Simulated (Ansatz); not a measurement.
## SiF3 (trifluorosilyl): the energy, rung by rung

SiF3: 4 atoms, total charge 0, spin state doublet. As SMILES, `F[Si](F)F`. The shape was relaxed beforehand at B3LYP/def2-SVP.

Quantity: the adiabatic electron affinity (to the singlet anion, shapes relaxed at B3LYP/def2-SVP, no zero-point term), in eV. The values are calculated.

The electron affinity is E(neutral) − E(anion): positive where the electron is bound.

```json
{"level": "UHF/def2-TZVPP", "kind": "Hartree–Fock", "program": "Ansatz", "value (eV)": "1.01", "less CCSD(T)/def2-TZVPP": "-1.06", "CPU time (all runs)": "3.4 s"}
{"level": "USVWN5/def2-TZVPP", "kind": "LDA", "program": "Ansatz", "value (eV)": "2.29", "less CCSD(T)/def2-TZVPP": "+0.22", "CPU time (all runs)": "2.6 s"}
{"level": "UBLYP/def2-TZVPP", "kind": "GGA", "program": "Ansatz", "value (eV)": "2.12", "less CCSD(T)/def2-TZVPP": "+0.05", "CPU time (all runs)": "4.7 s"}
{"level": "UB3LYP/def2-TZVPP", "kind": "global hybrid", "program": "Ansatz", "value (eV)": "2.25", "less CCSD(T)/def2-TZVPP": "+0.18", "CPU time (all runs)": "6.7 s"}
{"level": "UCAM-B3LYP/def2-TZVPP", "kind": "range-separated hybrid", "program": "Ansatz", "value (eV)": "2.26", "less CCSD(T)/def2-TZVPP": "+0.19", "CPU time (all runs)": "6.8 s"}
{"level": "UB2PLYP/def2-TZVPP", "kind": "double hybrid", "program": "Ansatz", "value (eV)": "2.09", "less CCSD(T)/def2-TZVPP": "+0.02", "CPU time (all runs)": "11 s"}
{"level": "UMP2/def2-TZVPP", "kind": "perturbation theory", "program": "Ansatz", "value (eV)": "1.90", "less CCSD(T)/def2-TZVPP": "-0.17", "CPU time (all runs)": "4.9 s"}
{"level": "UCCSD(T)/def2-TZVPP", "kind": "coupled cluster or CI", "program": "Ansatz", "value (eV)": "2.07", "less CCSD(T)/def2-TZVPP": "0.00", "CPU time (all runs)": "2.4 min"}
```

UCCSD(T)/def2-TZVPP is the highest level here, not the true value. The values span 1.01 to 2.29 eV. CPU times are rough (shared hosts, several kinds of processor): they show what a rung costs within a factor of a few.
